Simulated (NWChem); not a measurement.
# BH2, doublet; SMILES [BH2]

Computed with NWChem. Pople sets run with spherical d functions. Spin-unrestricted. In the optimisation the excess spin sits in a1 (C2v, its own frame). No stability test was run on the SCF state. Each level has its own optimisation; frequencies are unscaled.

For level UHF/STO-3G:

```
Quantity                           Result
---------------------------------  ------
r B–H (Å)                           1.161
highest harmonic frequency (cm⁻¹)    3329
lowest (cm⁻¹)                        1321
zero-point energy (kcal/mol)         11.1
dipole (D)                           0.21
```

### Question
How do the values read with level B3LYP/6-31G* instead?

### Answer
- r B–H (Å): 1.193
- highest harmonic frequency (cm⁻¹): 2768
- lowest (cm⁻¹): 1023
- zero-point energy (kcal/mol): 9.1
- dipole (D): 0.37
